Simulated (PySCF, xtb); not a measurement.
disilazane cation (H7NSi2), SMILES [SiH3]N[SiH3] (connectivity only; charge and spin as stated), charge +1, multiplicity 2.

The structure is a stationary point at ωB97X-D3(BJ)/def2-SVP. The spin state was assumed, not searched.

Computed with IEF-PCM-ωB97X/def2-SVP in PySCF.

The values are the electrostatic part of the solvation free energy, E(continuum) − E(gas) at the gas-phase geometry, in a cavity of scaled van der Waals radii (PySCF's table); cavitation and dispersion terms are not included.

```tsv
solvent	ε	ΔG(elec) (kcal/mol)
water	78.36	-56.6
n-hexane	1.88	-26.5
cyclohexanone	15.62	[?]
```

Task: Some entries are withheld; supply them. (Estimate from the structure and the level; the computed values follow.)

Result: 
- cyclohexanone, ΔG(elec) (kcal/mol): -53.6

For comparison, GFN2-xTB/ALPB(water) (xtb, at the GFN2-xTB geometry, all terms of that model) gives -44.1 kcal/mol.
